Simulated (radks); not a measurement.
Ca6+, 14 electrons, occupied as [Ne] 3s2 3p2. Calculated with a radial shooting solver on a logarithmic mesh with Libxc functionals: non-relativistic Kohn-Sham, PBE, spin-unpolarised, spherical densities, point nucleus.

Radial electron density D(r) = 4 pi r^2 rho(r):

r (bohr),D(r) (e/bohr)
0.009981,4.485
0.01134,5.486
0.01289,6.661
0.01454,7.931
0.01652,9.465
0.01878,11.18
0.02134,13.04
0.02406,14.88
0.02735,16.87
0.03108,18.81
0.03533,20.57
0.03983,21.93
0.04527,22.96
0.05145,23.42
0.05848,23.26
0.06593,22.54
0.07494,21.29
0.08517,19.74
0.0968,18.22
0.1091,17.14
0.124,16.67
0.141,17.12
0.1602,18.45
0.1807,20.27
0.2053,22.32
0.2334,23.83
0.2652,24.19
0.2991,23.14
0.3399,20.55
0.3863,16.83
0.4391,12.73
0.495,9.272
0.5626,6.588
0.6395,5.159
0.7268,4.768
0.8195,4.871
0.9314,4.922
1.059,4.539
1.203,3.676
1.356,2.639
1.542,1.588
1.752,0.8076
1.991,0.3416
2.245,0.1266
2.552,0.03510
2.9,0.007524
3.297,0.001211
3.717,0.0001636

D(r) has 3 maxima, at r = 0.0531, 0.257, 0.895 bohr, and minima at 0.125, 0.733 bohr, inside which lie 2.17, 10.50 electrons.
